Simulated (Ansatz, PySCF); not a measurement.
Species: SbBr2 (charge 0, doublet). It need not be the lowest isomer of its formula. 
Coordinates optimised at B3LYP-D3(BJ)/def2-TZVP (Ansatz, a program for electronic structure):
```xyz
3

Sb     0.1493    -0.5899     0.7138
Br     1.7658     0.8971    -0.5258
Br    -1.9833    -0.0376    -0.5143
```
Charge 0, spin multiplicity 2.

Dipole moments at this geometry, in debye (magnitudes).

```
level               program  dipole (D)
------------------  -------  ----------
HF/def2-TZVPD         PySCF        2.70
PBE/def2-TZVPD       Ansatz        2.12
BP86/def2-TZVPD       PySCF        2.11
B97M-V/def2-TZVPD    Ansatz        2.35
B3LYP/def2-TZVPD     Ansatz        2.34
PBE0/def2-TZVPD      Ansatz        2.32
BHLYP/def2-TZVPD     Ansatz        2.55
TPSSh/def2-TZVPD      PySCF        2.25
r2SCANh/def2-TZVPD   Ansatz        2.29
r2SCAN0/def2-TZVPD   Ansatz        2.38
MN15/def2-TZVPD       PySCF        2.58
wB97M-V/def2-TZVPD   Ansatz        2.48
CCSD(T)/def2-SVPD    Ansatz        2.34
```
